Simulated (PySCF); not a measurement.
## CoF₃: breathing scan

Level of theory: UPBE0/[Co def2-SVP, F def2-SVP], no relativity, density fitting, PySCF.

Rigid scan from the quintet minimum (Co–F 1.724 Å (×3); F–Co–F 120.0° (×3)). Coordinate: all bonds to the central atom scaled together. Energies in kJ/mol from the minimum.

| scale of all bonds to the centre | E (kJ/mol) | dipole size (D) | ⟨S²⟩ |
| --- | --- | --- | --- |
| 0.88 | 276.0 | 0.00 | 6.01 |
| 0.92 | 106.0 | 0.00 | 6.01 |
| 0.96 | 23.1 | 0.00 | 6.01 |
| 1.00 | 0.0 | 0.00 | 6.01 |
| 1.04 | 18.0 | 0.00 | 6.01 |
| 1.08 | 64.0 | 0.00 | 6.01 |
| 1.14 | 165.5 | 0.00 | 6.01 |
| 1.22 | 328.3 | 0.01 | 6.01 |
| 1.35 | 581.4 | 0.00 | 6.04 |

Other spin states or occupations of the open shell can lie lower.

Other isomers or separated fragments may lie lower.
